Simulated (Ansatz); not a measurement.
CH6GeS2 (`S[CH](S)[GeH3]`). The species carries charge 0 and has multiplicity 1. Geometry: relaxed with PBE0-D4/def2-TZVP. It is one conformer, not always the lowest.

```xyz
10

S    -0.021    2.019    0.510
C     0.480    0.334    0.145
S     1.228    0.283   -1.510
Ge   -1.123   -0.822    0.233
H     1.207    2.571    0.499
H     1.203    0.000    0.890
H     1.552   -1.024   -1.507
H    -2.183   -0.254   -0.716
H    -1.655   -0.881    1.675
H    -0.688   -2.225   -0.220
```

Question: What is the dipole moment at r2SCAN/def2-TZVPP? (Estimate.)

Answer: The calculation gave: 1.71 D, with components (0.76, -1.26, 0.87) D in this frame, pointing from negative to positive charge.

Question: And with PBE, B3LYP, ωB97M-V? (Estimate.)

Answer: The calculation gave: PBE 1.61 D, B3LYP 1.64 D, ωB97M-V 1.65 D.

Question: Give the Mulliken charges with r2SCAN, ωB97M-V, PBE in def2-TZVPP. (Best estimate.)

Answer: The calculation gave: 
```json
{"atom": "S1", "r2SCAN": "-0.17", "ωB97M-V": "-0.14", "PBE": "-0.18"}
{"atom": "C2", "r2SCAN": "-0.07", "ωB97M-V": "-0.26", "PBE": "-0.10"}
{"atom": "S3", "r2SCAN": "-0.17", "ωB97M-V": "-0.13", "PBE": "-0.17"}
{"atom": "Ge4", "r2SCAN": "0.10", "ωB97M-V": "0.04", "PBE": "0.08"}
{"atom": "H5", "r2SCAN": "0.10", "ωB97M-V": "0.12", "PBE": "0.11"}
{"atom": "H6", "r2SCAN": "0.12", "ωB97M-V": "0.18", "PBE": "0.15"}
{"atom": "H7", "r2SCAN": "0.09", "ωB97M-V": "0.11", "PBE": "0.10"}
{"atom": "H8", "r2SCAN": "0.01", "ωB97M-V": "0.04", "PBE": "0.01"}
{"atom": "H9", "r2SCAN": "-0.01", "ωB97M-V": "0.02", "PBE": "-0.01"}
{"atom": "H10", "r2SCAN": "-0.01", "ωB97M-V": "0.02", "PBE": "0.00"}
```

B3LYP here is the variant with VWN-RPA as its local correlation; programs differ in this.

Computed with Ansatz.
